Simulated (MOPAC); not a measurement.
MOPAC input (PM6):

```
PM6 FORCE THERMO(298,298) PRECISE LET GEO-OK AUX(PRECISION=9) THREADS=1
F3Ga

Ga   -0.00000937 1    0.00000046 1   -0.00000264 1
F    -1.47110712 1   -0.90796668 1    0.00810714 1
F     0.01670406 1    1.61317801 1   -0.62130795 1
F     1.45442101 1   -0.70521221 1    0.61320587 1
```

Output:

```
 *******************************************************************************
 **                                                                           **
 **                              MOPAC v23.2.5                                **
 **                                                                           **
 *******************************************************************************
 ** MOPAC's Digital Object Identifier: https://doi.org/10.5281/zenodo.6511958 **
 **                                                                           **
 ** Please cite the open-source release paper for use of this MOPAC version:  **
 ** J. E. Moussa and J. J. P. Stewart (2026)                                  **
 ** MOPAC: An open-source semiempirical molecular orbital program             **
 ** J. Open Source Softw., 11(119), 8025, https://doi.org/10.21105/joss.08025 **
 *******************************************************************************

                              PM6 CALCULATION RESULTS

 *******************************************************************************
 *  PM6        - The PM6 Hamiltonian to be used
 *  GEO-OK     - OVERRIDE INTERATOMIC DISTANCE AND OTHER SAFETY CHECKS
 *  LET        - OVERRIDE SOME SAFETY CHECKS
 *  PRECISE    - TIGHTER CRITERIA TO BE USED
 *  FORCE      - FORCE CALCULATION SPECIFIED
 *  AUX        - OUTPUT AUXILIARY INFORMATION
 *  THERMO     - THERMODYNAMIC QUANTITIES TO BE CALCULATED
 *******************************************************************************
PM6 FORCE THERMO(298,298) PRECISE LET GEO-OK AUX(PRECISION=9) THREADS=1
 F3Ga

   ATOM   CHEMICAL          X               Y               Z
  NUMBER   SYMBOL      (ANGSTROMS)     (ANGSTROMS)     (ANGSTROMS)

     1      Ga         -0.00000937  *   0.00000046  *  -0.00000264  *
     2       F         -1.47110712  *  -0.90796668  *   0.00810714  *
     3       F          0.01670406  *   1.61317801  *  -0.62130795  *
     4       F          1.45442101  *  -0.70521221  *   0.61320587  *

          CARTESIAN COORDINATES

    NO.       ATOM           X           Y           Z

     1        Ga         -0.0000      0.0000     -0.0000
     2         F         -1.4711     -0.9080      0.0081
     3         F          0.0167      1.6132     -0.6213
     4         F          1.4544     -0.7052      0.6132

 General Reference for PM6:
 "Optimization of Parameters for Semiempirical Methods V: Modification of NDDO Approximations
 and Application to 70 Elements", J. J. P. Stewart, J. Mol. Mod., 13, 1173-1213 (2007)
 URL: https://link.springer.com/article/10.1007/s00894-007-0233-4

           Empirical Formula: Ga F3  =     4 atoms

      MOLECULAR POINT GROUP   :   D3h

      RHF CALCULATION, NO. OF DOUBLY OCCUPIED LEVELS = 12

          HEAT OF FORMATION =    -188.824178 KCALS/MOLE

          CARTESIAN COORDINATE DERIVATIVES

   NUMBER  ATOM         X            Y            Z

     1      Ga      0.017449     0.014013     0.000030
     2       F     -0.009131    -0.000108    -0.000010
     3       F     -0.000207    -0.000249    -0.000010
     4       F     -0.008110    -0.013656    -0.000010

 DIPOLE           X         Y         Z       TOTAL
 POINT-CHG.     0.000     0.000     0.000     0.000
 HYBRID         0.000     0.000     0.000     0.000
 SUM            0.000     0.000     0.000     0.000

          GRADIENT NORM =   0.02892

          MOLECULAR WEIGHT =  126.73

          ROTATIONAL CONSTANTS IN CM(-1)

          A =    0.19793148   B =    0.19792959   C =    0.09896527

           PRINCIPAL MOMENTS OF INERTIA IN UNITS OF 10**(-40)*GRAM-CM**2

          A =      141.4265   B =      141.4278   C =      282.8543

          ORIENTATION OF MOLECULE IN FORCE CALCULATION

    NO.       ATOM         X         Y         Z

     1         Ga       0.0000    0.0000    0.0000
     2          F       1.7288    0.0000    0.0000
     3          F      -0.8644    1.4972    0.0000
     4          F      -0.8644   -1.4972   -0.0000

    FIRST DERIVATIVES WILL BE USED IN THE CALCULATION OF SECOND DERIVATIVES

    FOR POINT-GROUP D3h  THERE ARE  12 UNIQUE SYMMETRY FUNCTIONS.


(To convert to Hartree/Bohr^2, multiply by (10^(-21) x N x a0^2)/(4.184 x 627.51) =  0.0642)

           FORCE MATRIX IN MILLIDYNES/ANGSTROM

                 Ga  1       F  2       F  3       F  4
 ------------------------------------------------------
    Ga    1  11.033044
     F    2   5.042242   5.133866
     F    3   5.041447   0.110273   5.133866
     F    4   5.041035   0.110274   0.110273   5.133866

          HEAT OF FORMATION =    -188.824178 KCALS/MOLE

          ZERO POINT ENERGY       3.951 KCAL/MOL

           NORMAL COORDINATE ANALYSIS (Total motion = 1 Angstrom)

   Root No.       1         2         3         4         5         6

                 1 E'      1 E'      1 A2"     1 A1'     2 E'      2 E'

                 158.7     158.7     165.7     681.7     799.5     799.5

           1   -0.0375   -0.1155   -0.0000   -0.0000   -0.1692   -0.0367
           2   -0.1166    0.0372   -0.0000   -0.0000    0.0359   -0.1732
           3   -0.0000   -0.0000    0.2141   -0.0000   -0.0000   -0.0000
           4   -0.0377   -0.1160    0.0000    0.3333    0.4135    0.0898
           5    0.4023   -0.1284    0.0000    0.0000   -0.0001    0.0004
           6    0.0000   -0.0000   -0.2620    0.0000   -0.0000    0.0000
           7    0.3126    0.1983    0.0000   -0.1667    0.1416   -0.1606
           8    0.0852    0.2188    0.0000    0.2887   -0.2447    0.2787
           9    0.0000    0.0000   -0.2620    0.0000    0.0000    0.0000
          10   -0.1372    0.3418    0.0000   -0.1667    0.0657    0.2056
          11   -0.0596   -0.2270    0.0000   -0.2887    0.1131    0.3564
          12    0.0000    0.0000   -0.2620   -0.0000    0.0000    0.0000

           MASS-WEIGHTED COORDINATE ANALYSIS (NORMAL COORDINATES)

   Root No.       1         2         3         4         5         6

                 1 E'      1 E'      1 A2"     1 A1'     2 E'      2 E'

                 158.7     158.7     165.7     681.7     799.5     799.5

           1   -0.1204   -0.3804   -0.0000   -0.0000   -0.5279   -0.1086
           2   -0.3804    0.1204   -0.0000   -0.0000    0.1086   -0.5279
           3   -0.0000   -0.0000    0.6706    0.0000   -0.0000   -0.0000
           4   -0.0631   -0.1994    0.0000    0.5774    0.6736    0.1385
           5    0.6854   -0.2169    0.0000    0.0000   -0.0001    0.0007
           6    0.0000   -0.0000   -0.4283    0.0000   -0.0000    0.0000
           7    0.5300    0.3429    0.0000   -0.2887    0.2288   -0.2567
           8    0.1430    0.3762    0.0000    0.5000   -0.3954    0.4455
           9    0.0000    0.0000   -0.4283    0.0000    0.0000    0.0000
          10   -0.2363    0.5854    0.0000   -0.2887    0.1090    0.3261
          11   -0.0995   -0.3900    0.0000   -0.5000    0.1875    0.5653
          12    0.0000    0.0000   -0.4283   -0.0000    0.0000    0.0000

          DESCRIPTION OF VIBRATIONS

 VIBRATION          2    1E'         ATOM PAIR     ENERGY CONTRIBUTION    RADIAL
 FREQUENCY           158.69         Ga1 -- F 4         +50.8% (125.7%)      0.1%
 TRANSITION DIPOLE   1.6443         Ga1 -- F 3         +31.6% ( 99.2%)      3.3%
 TRAVEL (Ang.)       0.2328         Ga1 -- F 2         +17.6% ( 74.0%)     22.4%
 REDUCED MASS        7.8386
 EFFECTIVE MASS     43.6539
 FORCE CONSTANT      0.1163

 VIBRATION          3    1A2"        ATOM PAIR     ENERGY CONTRIBUTION    RADIAL
 FREQUENCY           165.66         Ga1 -- F 2         +33.3% ( 63.3%)      0.0%
 TRANSITION DIPOLE   2.2176         Ga1 -- F 3         +33.3% ( 63.3%)      0.0%
 TRAVEL (Ang.)       0.1594         Ga1 -- F 4         +33.3% ( 63.3%)      0.0%
 REDUCED MASS       16.0223
 EFFECTIVE MASS     37.8727
 FORCE CONSTANT      0.2591

 VIBRATION          4    1A1'        ATOM PAIR     ENERGY CONTRIBUTION    RADIAL
 FREQUENCY           681.70         Ga1 -- F 2         +33.3% ( 57.3%)    100.0%
 TRANSITION DIPOLE   0.0000         Ga1 -- F 3         +33.3% ( 57.3%)    100.0%
 TRAVEL (Ang.)       0.1250         Ga1 -- F 4         +33.3% ( 57.3%)    100.0%
 REDUCED MASS        6.3328
 EFFECTIVE MASS     18.9984
 FORCE CONSTANT      1.7339

 VIBRATION          6    2E'         ATOM PAIR     ENERGY CONTRIBUTION    RADIAL
 FREQUENCY           799.50         Ga1 -- F 4         +54.2% ( 79.8%)     97.9%
 TRANSITION DIPOLE   2.9514         Ga1 -- F 3         +36.4% ( 65.4%)     86.7%
 TRAVEL (Ang.)       0.0889         Ga1 -- F 2          +9.4% ( 33.3%)     17.9%
 REDUCED MASS       10.6669
 EFFECTIVE MASS     30.4821
 FORCE CONSTANT      4.0172

      SYMMETRY NUMBER FOR POINT-GROUP D3h =  6

          SYSTEM IS A GROUND STATE

 F3Ga

          MOLECULE IS NOT LINEAR

          THERE ARE  6 GENUINE VIBRATIONS IN THIS SYSTEM
          THIS THERMODYNAMICS CALCULATION IS LIMITED TO
          MOLECULES WHICH HAVE NO INTERNAL ROTATIONS

                    CALCULATED THERMODYNAMIC PROPERTIES
                                          *
   TEMP. (K)   PARTITION FUNCTION   H.O.F.    ENTHALPY  HEAT CAPACITY ENTROPY
                                   KCAL/MOL   CAL/MOLE    CAL/K/MOL  CAL/K/MOL

 298.00  VIB.     0.6872D+01                  1348.3309     7.8359     8.3548
         ROT.     0.1414D+05                   888.2803     2.9808    21.9723
         INT.     0.9718D+05                  2236.6112    10.8167    30.3271
         TRA.     0.1379D+28                  1480.4672     4.9680    40.4219
         TOT.                     -188.824    3717.0784    15.7848    70.7490

   *: NOTE: HEATS OF FORMATION ARE RELATIVE TO THE
            ELEMENTS IN THEIR STANDARD STATE AT 298K
              (=  Standard Enthalpy of Formation).

            Hvib:  Zero-point energy is not included.
                   frequencies of less than zero cm-1 are not included.
            Hrot = (3/2)RT
            Htra = (3/2)RT + pV = (5/2)RT

            Heat capacity is Cp, not Cv

          For more information, see: HTTP://OpenMOPAC.net/Manual/thermochemistry.html

           FORCE CONSTANT IN CARTESIAN COORDINATES (Millidynes/A)

    ATOM   CHEMICAL       X               Y               Z
   NUMBER   SYMBOL  FORCE CONSTANT  FORCE CONSTANT  FORCE CONSTANT

      1      Ga        7.794151        7.794151        0.507084
      2       F        5.130494        0.144969        0.056101
      3       F        1.391386        3.884076        0.056101
      4       F        1.391314        3.884149        0.056101

 **********************
 *                    *
 * JOB ENDED NORMALLY *
 *                    *
 **********************

 == MOPAC DONE ==
```
